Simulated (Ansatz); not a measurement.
C4H8AlN can be A, `C=[C]([AlH2])C(C)=N`, or B, `C=C(C)[C](=N)[AlH2]`.

Calculated with Ansatz (gas phase, PBE0-D4/def2-TZVP geometries, no zero-point term in ΔE). CBS: MP2 limit from def2 TZ/QZ plus the TZ coupled-cluster correction, frozen cores. Functionals use def2-TZVPP. B3LYP here is the variant with VWN-RPA as its local correlation; programs differ in this. One conformer a species, not always the lowest.

A:

```xyz
14

C    -1.1071    0.8045    1.4412
C    -0.2415    0.5367    0.4542
Al    0.2865    2.0647   -0.6288
C     0.2401   -0.8580    0.2912
C     0.3407   -1.3551   -1.1230
N     0.5399   -1.5341    1.3251
H    -1.4850    1.8083    1.6172
H    -1.4618    0.0216    2.1096
H    -0.3357    3.4644   -0.2190
H     1.2921    1.9292   -1.8509
H     0.6901   -2.3878   -1.1614
H    -0.6332   -1.2938   -1.6178
H     1.0280   -0.7293   -1.7008
H     0.8469   -2.4712    1.0631
```

B:

```xyz
14

C     0.433    1.907    0.756
C     0.409    0.667    0.271
C     1.653   -0.115   -0.009
C    -0.883   -0.014   -0.024
N    -1.980    0.609    0.203
Al   -1.090   -1.852   -0.752
H     1.368    2.410    0.972
H    -0.493    2.437    0.944
H     2.548    0.458    0.235
H     1.679   -1.046    0.568
H     1.714   -0.404   -1.064
H    -2.793    0.039   -0.040
H    -2.626   -2.213   -0.941
H     0.061   -2.883   -1.117
```

Which is lower in electronic energy at CCSD(T)/CBS, and by how much? (Best estimate.)

Computed: A, by 29.4 kJ/mol.

Give E(B) − E(A) in kJ/mol with CCSD(T)/def2-TZVPP, PBE-D4, B3LYP-D4, r2SCAN-D4, B2PLYP, CCSD/def2-TZVPP, MP2/def2-TZVPP. (Best estimate.)

Ansatz gave: CCSD(T)/def2-TZVPP 29.6, PBE-D4 26.1, B3LYP-D4 29.3, r2SCAN-D4 30.5, B2PLYP 29.9, CCSD/def2-TZVPP 31.3, MP2/def2-TZVPP 31.3. None reverses the order clearly.

Largest T1 diagnostic: 0.012.

In def2-TZVPP, CCSD(T) changes the Hartree–Fock value by −9.9 kJ/mol (the triples alone add −1.7 kJ/mol) and MP2 by −8.1 kJ/mol. From PBE to PBE0 (25 % exact exchange), in def2-TZVPP and without D4, E(B) − E(A) moves by +3.9 kJ/mol.
